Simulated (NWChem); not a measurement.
System: C$_{3}$H$_{3}$NOSi; SMILES N#CC1=CO[SiH2]1

Here is an NWChem input.

```
start job
memory heap 200 mb stack 900 mb global 1100 mb
geometry units angstroms noautosym nocenter noautoz
  N      0.140759    -3.010432     0.000000
  C      0.011298    -1.855303     0.000000
  C     -0.104677    -0.455262     0.000000
  C     -1.202800     0.353361     0.000000
  O     -0.844373     1.655202     0.000000
  Si     0.834038     1.144996     0.000000
  H     -2.273744     0.115383     0.000000
  H      1.538898     1.583079    -1.230312
  H      1.538898     1.583079     1.230312
end
basis spherical
  * library pcsseg-1
end
dft
  xc pbe0
  iterations 150
end
property
  shielding 8 1 2 3 4 5 6 7 8
end
task dft property
```

Output (shortened):

```
             Northwest Computational Chemistry Package (NWChem) 7.3.0
             --------------------------------------------------------

                             Geometry "geometry" -> ""
                             -------------------------

 Output coordinates in angstroms (scale by  1.889725989 to convert to a.u.)

  No.       Tag          Charge          X              Y              Z
 ---- ---------------- ---------- -------------- -------------- --------------
    1 N                    7.0000     0.14075900    -3.01043200     0.00000000
    2 C                    6.0000     0.01129800    -1.85530300     0.00000000
    3 C                    6.0000    -0.10467700    -0.45526200     0.00000000
    4 C                    6.0000    -1.20280000     0.35336100     0.00000000
    5 O                    8.0000    -0.84437300     1.65520200     0.00000000
    6 Si                  14.0000     0.83403800     1.14499600     0.00000000
    7 H                    1.0000    -2.27374400     0.11538300     0.00000000
    8 H                    1.0000     1.53889800     1.58307900    -1.23031200
    9 H                    1.0000     1.53889800     1.58307900     1.23031200

 Effective nuclear repulsion energy (a.u.)     248.5311102645

                              NWChem Property Module
                              ----------------------

  itol2e modified to match energy
  convergence criterion.

                                 NWChem DFT Module
                                 -----------------

 Summary of "ao basis" -> "ao basis" (spherical)
 ------------------------------------------------------------------------------
       Tag                 Description            Shells   Functions and Types
 ---------------- ------------------------------  ------  ---------------------
 N                          pcsseg-1                 7       17   3s3p1d
 C                          pcsseg-1                 7       17   3s3p1d
 O                          pcsseg-1                 7       17   3s3p1d
 Si                         pcsseg-1                10       24   4s5p1d
 H                          pcsseg-1                 3        5   2s1p

  itol2e modified to match energy
  convergence criterion.

            General Information
            -------------------
          SCF calculation type: DFT
          Wavefunction type:  closed shell.
          No. of atoms     :     9
          No. of electrons :    50
           Alpha electrons :    25
            Beta electrons :    25
          Charge           :     0
          Spin multiplicity:     1
          Use of symmetry is: off; symmetry adaption is: off
          Maximum number of iterations: 150
          AO basis - number of functions:   124
                     number of shells:    54
          Convergence on energy requested:  1.00D-07
          Convergence on density requested:  1.00D-05
          Convergence on gradient requested:  5.00D-04

              XC Information
              --------------
                         PBE0 Method XC Functional
                     Hartree-Fock (Exact) Exchange  0.250
          PerdewBurkeErnzerhof Exchange Functional  0.750
            Perdew 1991 LDA Correlation Functional  1.000 local
           PerdewBurkeErnz. Correlation Functional  1.000 non-local

             Grid Information
             ----------------
          Grid used for XC integration:  fine
          Radial quadrature: Mura-Knowles
          Angular quadrature: Lebedev.
          Tag              B.-S. Rad. Rad. Pts. Rad. Cut. Ang. Pts.
          ---              ---------- --------- --------- ---------
          N                   0.65       70          13.0       590
          C                   0.70       70          11.0       590
          O                   0.60       70          11.0       590
          Si                  1.10      123          11.0       770
          H                   0.35       60          12.0       590
          Grid pruning is: on
          Number of quadrature shells:   653
          Spatial weights used:  Erf1

      Superposition of Atomic Density Guess
      -------------------------------------

 Sum of atomic energies:        -532.30180976

      Non-variational initial energy
      ------------------------------

 Total energy =    -535.302018
 1-e energy   =   -1223.613742
 2-e energy   =     439.780613
 HOMO         =      -0.294166
 LUMO         =      -0.029386

   convergence    iter        energy       DeltaE   RMS-Dens  Diis-err
 ---------------- ----- ----------------- --------- --------- ---------
 d= 0,ls=0.0,diis     1   -534.9678872724 -7.83D+02  1.66D-02  1.25D+00
 d= 0,ls=0.0,diis     2   -534.6739675587  2.94D-01  1.23D-02  3.85D+00
 d= 0,ls=0.0,diis     3   -535.0987394592 -4.25D-01  2.36D-03  1.57D-01
 d= 0,ls=0.0,diis     4   -535.1104564645 -1.17D-02  9.96D-04  5.23D-02
 d= 0,ls=0.0,diis     5   -535.1155735091 -5.12D-03  2.66D-04  1.62D-03
  Resetting Diis
 d= 0,ls=0.0,diis     6   -535.1157535852 -1.80D-04  5.69D-05  7.06D-05
 d= 0,ls=0.0,diis     7   -535.1157593217 -5.74D-06  6.07D-05  1.42D-05
 d= 0,ls=0.0,diis     8   -535.1157543307  4.99D-06  3.98D-05  5.74D-05
 d= 0,ls=0.0,diis     9   -535.1157610815 -6.75D-06  3.06D-06  2.87D-07
 d= 0,ls=0.0,diis    10   -535.1157611093 -2.78D-08  7.92D-07  1.82D-08

         Total DFT energy =     -535.115761109282
      One electron energy =    -1227.038643243005
           Coulomb energy =      496.738288574172
    Exchange-Corr. energy =      -53.346516704998
 Nuclear repulsion energy =      248.531110264549

 Numeric. integr. density =       49.999999599274

                       DFT Final Molecular Orbital Analysis
                       ------------------------------------

 Vector   23  Occ=2.000000D+00  E=-3.771113D-01
              MO Center=  4.8D-02, -2.7D+00,  1.9D-09, r^2= 2.9D+00
   Bfn.  Coefficient  Atom+Function         Bfn.  Coefficient  Atom+Function
  ----- ------------  ---------------      ----- ------------  ---------------
     8      0.349085  1 N  py                 3     -0.284921  1 N  s
    11      0.285700  1 N  py                 2     -0.250271  1 N  s
     5      0.182134  1 N  py                25     -0.177201  2 C  py
    45      0.175351  3 C  py                28      0.142120  2 C  py
    37     -0.129928  3 C  s                 42      0.120558  3 C  py

 Vector   24  Occ=2.000000D+00  E=-3.319561D-01
              MO Center=  1.4D-01, -1.5D+00, -8.0D-10, r^2= 3.7D+00
   Bfn.  Coefficient  Atom+Function         Bfn.  Coefficient  Atom+Function
  ----- ------------  ---------------      ----- ------------  ---------------
     7      0.299194  1 N  px                24      0.230663  2 C  px
    10      0.224786  1 N  px                27      0.203880  2 C  px
    44     -0.195118  3 C  px               100      0.190344  6 Si py
    41     -0.176016  3 C  px                 4      0.146004  1 N  px
    58      0.112339  4 C  px               110     -0.112228  7 H  s

 Vector   25  Occ=2.000000D+00  E=-2.761766D-01
              MO Center= -3.6D-01, -4.8D-01, -8.2D-10, r^2= 3.8D+00
   Bfn.  Coefficient  Atom+Function         Bfn.  Coefficient  Atom+Function
  ----- ------------  ---------------      ----- ------------  ---------------
    46      0.347911  3 C  pz                43      0.282797  3 C  pz
    80     -0.277618  5 O  pz                77     -0.248148  5 O  pz
     9     -0.229392  1 N  pz                60      0.198679  4 C  pz
    12     -0.187846  1 N  pz                63      0.138719  4 C  pz
    29     -0.130270  2 C  pz                40      0.130758  3 C  pz

 Vector   26  Occ=0.000000D+00  E=-5.482903D-02
              MO Center= -6.0D-01, -1.9D-01,  6.8D-10, r^2= 3.6D+00
   Bfn.  Coefficient  Atom+Function         Bfn.  Coefficient  Atom+Function
  ----- ------------  ---------------      ----- ------------  ---------------
    63      0.617414  4 C  pz                60      0.383062  4 C  pz
    46     -0.370258  3 C  pz               104     -0.349590  6 Si pz
   116     -0.297200  8 H  s                121      0.297200  9 H  s
    12      0.233781  1 N  pz                80     -0.227540  5 O  pz
    43     -0.202891  3 C  pz                 9      0.176478  1 N  pz

[...]

          -----------------------------------------
          Chemical Shielding Tensors (GIAO, in ppm)
          -----------------------------------------

                                NWChem CPHF Module
                                ------------------

  scftype          =     RHF
  nclosed          =       25
  nopen            =        0
  variables        =     2475
  # of vectors     =        3
  tolerance        = 0.10D-03
  level shift      = 0.00D+00
  max iterations   =       50
  max subspace     =       30

 SCF residual:    1.0975346064577042E-004

Iterative solution of linear equations
  No. of variables     2475
  No. of equations        3
  Maximum subspace       30
        Iterations       50
       Convergence  1.0D-04

   iter   nsub   residual    time
   ----  ------  --------  ---------
     1      3    5.24D-01      71.0
     2      6    4.32D-02      78.4
     3      9    3.40D-03      85.6
     4     12    4.43D-04      93.2
     5     15    2.72D-05     101.0

      Atom:    1  N
        Diamagnetic
    338.8337     -0.8279      0.0000
     -0.8279    343.9420     -0.0000
      0.0000     -0.0000    338.3764

        Paramagnetic
   -512.7056    -39.3895      0.0000
    -39.3895   -129.4054      0.0000
      0.0000      0.0000   -560.5564

        Total Shielding Tensor
   -173.8719    -40.2174      0.0000
    -40.2174    214.5367     -0.0000
      0.0000     -0.0000   -222.1800

           isotropic =     -60.5051
          anisotropy =    -242.5124

          Principal Components and Axis System
                 1           2           3
             -222.1800    218.6572   -177.9925

      1        -0.0000     -0.1019      0.9948
      2        -0.0000      0.9948      0.1019
      3         1.0000     -0.0000      0.0000

      Atom:    2  C
        Diamagnetic
    241.8467     -5.0313      0.0000
     -5.0313    288.9699     -0.0000
      0.0000     -0.0000    240.8898

        Paramagnetic
   -282.1414    -32.6232     -0.0000
    -32.6232      0.7680      0.0000
     -0.0000      0.0000   -284.4047

        Total Shielding Tensor
    -40.2947    -37.6545     -0.0000
    -37.6545    289.7379     -0.0000
     -0.0000     -0.0000    -43.5149

           isotropic =      68.6428
          anisotropy =     338.0051

          Principal Components and Axis System
                 1           2           3
              293.9795    -44.5363    -43.5149

      1        -0.1119      0.9937     -0.0000
      2         0.9937      0.1119     -0.0000
      3        -0.0000      0.0000      1.0000

      Atom:    3  C
        Diamagnetic
    253.2176     -4.5985     -0.0000
     -4.5985    275.5588      0.0000
     -0.0000      0.0000    232.9297

        Paramagnetic
   -144.1447    -40.3826      0.0000
    -40.3826   -246.4889     -0.0000
      0.0000     -0.0000    -79.4396

        Total Shielding Tensor
    109.0729    -44.9811     -0.0000
    -44.9811     29.0700     -0.0000
     -0.0000     -0.0000    153.4901

           isotropic =      97.2110
          anisotropy =      84.4186

          Principal Components and Axis System
                 1           2           3
              153.4901    129.2662      8.8766

      1         0.0000      0.9123      0.4096
      2        -0.0000     -0.4096      0.9123
      3         1.0000     -0.0000      0.0000

      Atom:    4  C
        Diamagnetic
    256.4840     -2.9573     -0.0000
     -2.9573    266.8807      0.0000
     -0.0000      0.0000    234.1358

        Paramagnetic
   -266.9024    -57.8128      0.0000
    -57.8128   -356.9599     -0.0000
      0.0000     -0.0000   -143.7471

        Total Shielding Tensor
    -10.4183    -60.7701      0.0000
    -60.7701    -90.0792      0.0000
      0.0000      0.0000     90.3888

           isotropic =      -3.3696
          anisotropy =    -179.3088

          Principal Components and Axis System
                 1           2           3
             -122.9088     90.3888     22.4112

      1         0.4753      0.0000      0.8798
      2         0.8798     -0.0000     -0.4753
      3        -0.0000      1.0000     -0.0000

      Atom:    5  O
        Diamagnetic
    399.8571      6.4607      0.0000
      6.4607    400.8771     -0.0000
      0.0000     -0.0000    372.6910

        Paramagnetic
   -348.7768     11.9067      0.0000
     11.9067   -238.3052      0.0000
      0.0000      0.0000    -64.2873

        Total Shielding Tensor
     51.0803     18.3674      0.0000
     18.3674    162.5719      0.0000
      0.0000      0.0000    308.4037

           isotropic =     174.0186
          anisotropy =     201.5776

          Principal Components and Axis System
                 1           2           3
              308.4037    165.5198     48.1323

      1         0.0000      0.1585      0.9874
      2         0.0000      0.9874     -0.1585
      3         1.0000     -0.0000     -0.0000

      Atom:    6  Si
        Diamagnetic
    883.0816      0.3977     -0.0000
      0.3977    880.7955     -0.0000
     -0.0000     -0.0000    873.7095

        Paramagnetic
   -546.8798    -53.7943      0.0000
    -53.7943   -519.0292      0.0000
      0.0000      0.0000   -588.7392

        Total Shielding Tensor
    336.2018    -53.3966      0.0000
    -53.3966    361.7662      0.0000
      0.0000      0.0000    284.9703

           isotropic =     327.6461
          anisotropy =     114.3647

          Principal Components and Axis System
                 1           2           3
              403.8892    294.0788    284.9703

      1        -0.6194      0.7851     -0.0000
      2         0.7851      0.6194     -0.0000
      3        -0.0000      0.0000      1.0000

      Atom:    7  H
        Diamagnetic
     39.6157      3.4694     -0.0000
      3.4694     26.1998     -0.0000
     -0.0000     -0.0000     20.6288

        Paramagnetic
    -13.9478     -5.3336      0.0000
     -5.3336     -3.5861     -0.0000
      0.0000     -0.0000      1.1832

        Total Shielding Tensor
     25.6679     -1.8642     -0.0000
     -1.8642     22.6137     -0.0000
     -0.0000     -0.0000     21.8120

           isotropic =      23.3645
          anisotropy =       4.7792

          Principal Components and Axis System
                 1           2           3
               26.5506     21.8120     21.7309

      1         0.9038     -0.0000      0.4280
      2        -0.4280     -0.0000      0.9038
      3        -0.0000      1.0000      0.0000

      Atom:    8  H
        Diamagnetic
     27.4190      3.1005     -6.5505
      3.1005     24.7155     -3.9637
     -6.5505     -3.9637     30.6850

        Paramagnetic
     -1.9894     -1.9809      4.0896
     -1.9809     -0.3020      2.2960
      4.0896      2.2960     -4.1546

        Total Shielding Tensor
     25.4296      1.1196     -2.4609
      1.1196     24.4135     -1.6677
     -2.4609     -1.6677     26.5304

           isotropic =      25.4578
          anisotropy =       5.7920

          Principal Components and Axis System
                 1           2           3
               29.3191     23.6982     23.3560

      1        -0.5702     -0.6268      0.5310
      2        -0.3781      0.7741      0.5077
      3         0.7293     -0.0888      0.6784
```

Level: PBE0/pcSseg-1, GIAO. Structure relaxed at the PBE0/def2-SVP level. The printed shielding anisotropy is the first printed principal value minus the mean of the other two.
